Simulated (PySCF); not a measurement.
# SrCl₂: from structure and modes to constants

All numbers come from PBE0 in PySCF with Sr def2-TZVP with ECP28, Cl def2-TZVP; scalar-relativistic core potentials, no spin–orbit coupling; density-fitted integrals.

The singlet minimum has C2v symmetry. Masses (u): Sr 87.90561, Cl 34.96885.

```xyz
3
charge 0 multiplicity 1, angstrom
Sr    0.0000   -0.3279    0.0000
Cl    0.0000    0.4517    2.4832
Cl    0.0000    0.4517   -2.4832
```

Harmonic wavenumbers (cm⁻¹): 38.3 (a1, ×1), 276.5 (a1, ×1), 316.9 (b2, ×1).

Question: What is the harmonic zero-point energy?

Answer: Half the sum of all 3 wavenumbers, 632/2 = 316 cm⁻¹, which is 3.8 kJ/mol (1 cm⁻¹ = 0.0119627 kJ/mol).

Question: Find the vibrational entropy and heat capacity at 298.15 K.

Answer: With u = 1.43878 ω/T, each mode gives S = R[u/(eᵘ−1) − ln(1−e⁻ᵘ)] and C = R u² eᵘ/(eᵘ−1)².
```
ω (cm⁻¹)      u  S (J/(mol K))  C (J/(mol K))
    38.3  0.185          22.36           8.29
   276.5  1.334           6.51           7.18
   316.9  1.529           5.55           6.87
```
The sums over all modes are S = 34.4 and C = 22.3 J/(mol K); the softest mode gives 65 % of the entropy.

Question: Give the standard entropy (298.15 K, 1 bar) by its translational, rotational, vibrational and spin parts, and Cp.

Answer: Sackur–Tetrode with M = 157.84 u gives 172.0; rotation with symmetry number 2 gives 106.6; vibration 34.4; spin R ln 1 = 0.0. The total is 313.0 J/(mol K), and Cp = 4 R + 22.3 = 55.6 J/(mol K).

Other isomers or separated fragments may lie lower.
